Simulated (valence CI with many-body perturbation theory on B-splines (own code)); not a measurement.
**Tb⁵⁹⁺: input, log and results**

Calculated by configuration interaction combined with many-body perturbation theory (CI+MBPT): four valence electrons over a frozen Dirac-Fock core [He], a basis of 11 s, 11 p, 9 d, 7 f, 5 g, 2 h, 1 i functions for each j, with the one-electron correlation potential Σ1 (screened to all orders), the two-electron term Σ2, the three-electron term Σ3, Breit, model QED; selected single and double excitations, second order for the rest (own B-spline code, finite nucleus).

Command, and the settings that its task file holds:

```sh
python run_cv.py task.json out
```

```
atom Tb  Z=65  mass_number=159  rms_radius_fm=5.0600
core [He]
valence 2s2 2p2
avg = 1
basis = L
breit = 1
cap = 40000
capref = 1200
cscale = 1
de = 0.0
dress = 0
eps = 2e-08
h = 0.27
hh = 1
l2 = 3
lcore = 6
maxit = 60
n2 = 5
natural = 1
nlev = 60
nno = [7, 7, 6, 5, 4, 2, 1]
nroot = 26
nsp = [4, 4, 3, 2, 1, 0, 0]
pt2 = 1
qed = 1
rpa = 1
s1 = 1
s2 = 1
s3 = 1
screen = 1
tol = 2e-05
```

(1) Roughly how long does this run take on one core of AMD EPYC 7R43 64-Core Processor (Zen 3), and how much memory?

Log. The first blocks belong to the next ion, which gives the ionisation energy. Fields: 2J, parity (1 odd), roots, reference size, generating configurations, candidates as configurations/state functions, variational space P, stored matrix elements, Davidson steps; e2 is the range of second-order energies in hartree. The first line gives the box (bohr), its intervals, the orbitals and the steps of their self-consistent field. Window is the range of levels sought, series limit the energy at which the first omitted orbital would enter, core excitation an estimate of the first excitation out of the core, left out the lowest levels not solved, and shifts from estimates the range by which levels moved from their first estimate, all in cm⁻¹.

```
rmax 1.4 intervals 54 orbitals 81 references ['2s2 2p2', '2s 2p3', '2p4'] scf 2 t 0.5
2J=1 par=1 roots 2 ref 40 generators 2 cand 2895/4152 P 1808/2753 nnz 1.6e+06 it 5
2J=1 par=1 roots 2 ref 40 generators 2 cand 1119/1439 P 2049/3134 nnz 2e+06 it 4
   second order: generators 2 cand 878/1058 e2 -0.00000 -0.00000
reference levels 672, estimated 471, window 71287808 1/cm; series limit 93422213, core excitation 358629011
2J=0 par=0 roots 12 ref 38 generators 15 cand 19520/32663 P 5356/8000 nnz 3.6e+06 it 5
2J=0 par=0 roots 12 ref 38 generators 17 cand 15924/27221 P 13422/22110 nnz 2.2e+07 it 5
   second order: generators 22 cand 16899/28841 e2 -0.00004 -0.00000
2J=2 par=0 roots 20 ref 83 generators 18 cand 25077/92230 P 2646/7998 nnz 5.2e+06 it 7
2J=2 par=0 roots 20 ref 83 generators 20 cand 23714/87955 P 11394/39996 nnz 7.7e+07 it 8
   second order: generators 20 cand 14966/55957 e2 -0.00059 -0.00013
2J=4 par=0 roots 22 ref 93 generators 19 cand 27983/131810 P 2432/7997 nnz 5.7e+06 it 7
2J=4 par=0 roots 22 ref 93 generators 21 cand 26742/127544 P 9672/40000 nnz 8.2e+07 it 7
   second order: generators 23 cand 23692/115826 e2 -0.00132 -0.00042
2J=4 par=1 roots 19 ref 100 generators 18 cand 27972/131623 P 2344/7999 nnz 5.8e+06 it 7
2J=4 par=1 roots 19 ref 100 generators 22 cand 26763/127363 P 9501/39995 nnz 8.3e+07 it 8
   second order: generators 23 cand 23260/108340 e2 -0.00124 -0.00028
2J=2 par=1 roots 20 ref 94 generators 19 cand 25176/92390 P 2815/8000 nnz 5.2e+06 it 6
2J=2 par=1 roots 20 ref 94 generators 22 cand 23708/88123 P 11852/40000 nnz 7.7e+07 it 7
   second order: generators 26 cand 23356/86143 e2 -0.00053 -0.00007
2J=6 par=1 roots 9 ref 70 generators 11 cand 24572/130329 P 2477/7997 nnz 5.6e+06 it 5
2J=6 par=1 roots 9 ref 70 generators 15 cand 25860/136501 P 9127/39999 nnz 9e+07 it 5
   second order: generators 16 cand 21935/121820 e2 -0.00055 -0.00027
2J=0 par=1 roots 8 ref 37 generators 11 cand 15937/25385 P 5193/8000 nnz 3.7e+06 it 5
2J=0 par=1 roots 8 ref 37 generators 13 cand 14898/25207 P 11103/18047 nnz 1.7e+07 it 5
   second order: generators 14 cand 10368/17002 e2 -0.00002 -0.00000
2J=6 par=0 roots 11 ref 63 generators 9 cand 24427/130215 P 2277/7993 nnz 5.9e+06 it 7
2J=6 par=0 roots 11 ref 63 generators 12 cand 25942/136371 P 8285/39993 nnz 9.7e+07 it 8
   second order: generators 14 cand 25337/139880 e2 -0.00071 -0.00028
2J=8 par=1 roots 3 ref 36 generators 5 cand 15648/84326 P 2297/7987 nnz 6.1e+06 it 6
2J=8 par=1 roots 3 ref 36 generators 6 cand 14190/78872 P 6953/32246 nnz 8.2e+07 it 5
   second order: generators 7 cand 12435/74910 e2 -0.00008 -0.00004
2J=8 par=0 roots 5 ref 31 generators 4 cand 13984/82821 P 2258/7992 nnz 6.2e+06 it 5
2J=8 par=0 roots 5 ref 31 generators 5 cand 15365/95942 P 7558/39676 nnz 1.2e+08 it 5
   second order: generators 8 cand 20798/136955 e2 -0.00009 -0.00003
2J=10 par=0 roots 2 ref 11 generators 2 cand 8702/47811 P 2167/7996 nnz 7.8e+06 it 5
2J=10 par=0 roots 2 ref 11 generators 2 cand 7386/42321 P 4539/21779 nnz 5.6e+07 it 5
   second order: generators 2 cand 5014/28538 e2 -0.00005 -0.00003
left out: unestimated 89867593, estimated 76223647, shifts from estimates -98 to 164
operators 0.2
```

The Davidson iterations converged.

The last digits are not significant, and no measured levels were compared; by estimate large intervals hold to a few tenths of a per cent, small ones and those within an open d or f shell to about a per cent. Among the levels kept, up to 270 cm⁻¹ of a level comes from second order outside the variational space, and about a tenth of that is noise between levels of different J, which matters for small intervals.

```yaml
Valence_energy: -2088.215 hartree
Ionisation_energy: "13660 eV (NIST: 13658 ± 7 eV (theoretical))"
Reference_configurations_for_the_orbitals: 2s2 2p2, 2s 2p3, 2p4
Radial_orbitals: 81
Box_radius: 1.405 bohr
Largest_variational_space: 40000
Lowest_levels: (2s^2 2p1/2^2) J=0 0.0, (2s^2 2p1/2 2p3/2) J=1 776.4, (2s^2 2p1/2 2p3/2) J=2 793.9, (2s 2p1/2^2 2p3/2) J=2 1022.1, (2s 2p1/2^2 2p3/2) J=1 1097.1, (2s^2 2p3/2^2) J=2 1588.1, (2s^2 2p3/2^2) J=0 1640.4, (2s 2p1/2 2p3/2^2) J=2 [a] 1774.6, (2s 2p1/2 2p3/2^2) J=3 1815.7, (2s 2p1/2 2p3/2^2) J=0 1865.8, (2s 2p1/2 2p3/2^2) J=1 [a] 1885.0, (2s 2p1/2 2p3/2^2) J=2 [b] 1895.0, (2s 2p1/2 2p3/2^2) J=1 [b] 1898.6, (2p1/2^2 2p3/2^2) J=2 2155.9 eV
```

Levels are named by their leading jj configuration (3d3/2^4 stands for four electrons in 3d with j = 3/2), which in mixed levels can hold well under half, so a name can repeat and another be missing. Letters in brackets count levels of one name in rising energy.

## Answers

(1) 3.8 min on 1 thread of AMD EPYC 7R43 64-Core Processor (Zen 3), with other jobs on the host, peak memory 1.1 GiB.
